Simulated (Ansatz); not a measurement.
n-GeGeSiH8 (SiGe2H8). Charge 0, multiplicity 1. Geometry PBE-D4/def2-SVP, basis def2-TZVP, Ansatz.

```xyz
11

Ge   -2.011    0.032    0.214
Ge    0.106   -0.057   -0.995
Si    1.952    0.012    0.527
H    -2.122    1.371    0.992
H    -2.087   -1.134    1.237
H    -3.218   -0.080   -0.754
H     0.161   -1.364   -1.835
H     0.187    1.139   -1.985
H     3.266   -0.058   -0.203
H     1.862   -1.151    1.480
H     1.904    1.290    1.323
```

```
run  HOMO (eV)  LUMO (eV)
  A      -6.69      -0.91
  B     -10.20       2.92
  C     -10.34       1.89
  D      -7.23      -0.89
  E      -8.77       0.68
  F      -7.88      -0.18
```

LC-ωPBE has ω = 0.4 bohr⁻¹.

Task: The runs used B97M-V, BHLYP, BLYP, HF, LC-ωPBE, PBE0. Estimate which is which.

Result: A BLYP (0 % exact exchange); B HF (100 % exact exchange); C LC-ωPBE (range-separated); D B97M-V (0 % exact exchange); E BHLYP (50 % exact exchange); F PBE0 (25 % exact exchange). Exact exchange lowers occupied and raises empty levels; among semilocal functionals meta-GGAs tend to open the gap a little, and such runs are hard to tell apart. The gap grows from 5.77 eV (BLYP) to 13.13 eV (HF).
